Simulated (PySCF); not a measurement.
Job file and geometry (Å, from GFN2-xTB) of an NMR shielding run on SMILES CC(C)[SiH2]B(O)O, C3H11BO2Si, GIAO PBE0/pcSseg-1 NMR shielding, non-relativistic, gas phase (PySCF); density fitting, a coarse starting grid and PySCF grid level 2 are the driver's defaults:

```
$ OMP_NUM_THREADS=1 python probes_run.py task.json out

{"job": {"kind": "nmr", "xc": "PBE0", "basis": "pcSseg-1"}, "charge": 0, "multiplicity": 1}
C     -1.066424     0.657195    -1.301277
C     -0.915531    -0.428775    -0.238254
C     -2.238459    -0.647764     0.487869
Si     0.505886     0.001454     0.968700
B      2.280168     0.135177     0.107721
O      3.472991     0.125684     0.773155
O      2.356913     0.252768    -1.234326
H     -1.339760     1.605906    -0.842520
H     -0.132499     0.791803    -1.841648
H     -1.844033     0.392656    -2.017856
H     -0.660718    -1.361355    -0.755452
H     -2.148873    -1.448061     1.218108
H     -3.028420    -0.911948    -0.215067
H     -2.537742     0.256800     1.012218
H      0.106122     1.238847     1.676869
H      0.479146    -1.012805     2.051597
H      3.453931     0.041888     1.723847
H      3.248541     0.316848    -1.585342
```

Q: What does the program print?

A: 
```
coarse grid: 14960 points
cycle   1  E = -585.1139861034  dE =  6.412e-01  |g| = 8.945e-01  |ddm| = 3.577e+00
cycle   2  E = -584.9762462448  dE =  1.377e-01  |g| = 1.248e+00  |ddm| = 1.462e+00
cycle   3  E = -585.2661194389  dE = -2.899e-01  |g| = 7.563e-02  |ddm| = 9.072e-01
cycle   4  E = -585.2671870424  dE = -1.068e-03  |g| = 3.065e-02  |ddm| = 7.469e-02
cycle   5  E = -585.2673950059  dE = -2.080e-04  |g| = 8.065e-03  |ddm| = 2.776e-02
cycle   6  E = -585.2674073431  dE = -1.234e-05  |g| = 3.144e-03  |ddm| = 8.126e-03
cycle   7  E = -585.2674091766  dE = -1.833e-06  |g| = 6.629e-04  |ddm| = 2.396e-03
final grid: 138272 points
cycle   8  E = -585.3266936605  dE = -4.435e-05  |g| = 9.815e-03  |ddm| = 2.562e-02
cycle   9  E = -585.3266785124  dE =  1.515e-05  |g| = 1.304e-02  |ddm| = 1.672e-02
cycle  10  E = -585.3267152506  dE = -3.674e-05  |g| = 9.061e-04  |ddm| = 9.789e-03
cycle  11  E = -585.3267154076  dE = -1.570e-07  |g| = 2.539e-04  |ddm| = 8.388e-04
cycle  12  E = -585.3267154185  dE = -1.085e-08  |g| = 9.954e-05  |ddm| = 2.204e-04
cycle  13  E = -585.3267154202  dE = -1.777e-09  |g| = 2.636e-05  |ddm| = 8.106e-05
cycle  14  E = -585.3267154204  dE = -1.239e-10  |g| = 7.010e-06  |ddm| = 2.388e-05
converged SCF energy = -585.3267154204

GIAO shielding tensors (ppm)
atom      isotropic    diamagn.    paramagn.     s11        s22        s33       span
  0 C      165.165     249.333     -84.168    153.109    155.597    186.789     33.680
  1 C      172.050     250.262     -78.213    165.474    174.164    176.511     11.036
  2 C      162.835     247.001     -84.165    146.368    155.128    187.009     40.641
  3 Si     422.980     883.572    -460.592    375.220    388.200    505.519    130.299
  4 B       69.678     198.334    -128.655     48.632     64.567     95.836     47.204
  5 O      173.179     384.857    -211.678     14.207    251.268    254.061    239.854
  6 O      189.894     388.748    -198.854     71.436    233.277    264.969    193.533
  7 H       31.048      31.784      -0.736     27.676     29.119     36.350      8.674
  8 H       29.698      31.659      -1.961     23.453     29.570     36.071     12.618
  9 H       30.522      30.717      -0.195     26.263     27.728     37.576     11.313
 10 H       30.625      33.491      -2.866     26.994     28.803     36.078      9.085
 11 H       30.413      30.133       0.280     25.440     28.522     37.277     11.837
 12 H       30.450      29.579       0.871     26.001     27.806     37.542     11.541
 13 H       30.880      30.462       0.418     27.212     29.171     36.258      9.046
 14 H       28.286      31.065      -2.779     25.177     27.196     32.483      7.306
 15 H       28.130      31.309      -3.179     24.148     27.103     33.139      8.991
 16 H       26.947      31.392      -4.444     21.818     23.987     35.037     13.219
 17 H       26.893      29.281      -2.388     21.717     22.232     36.731     15.014
```

Size and cost of the density-fitted run: 181 basis functions, 53 s wall time on 1 thread of an Arm Neoverse N1, shared host; peak memory 0.81 GiB.
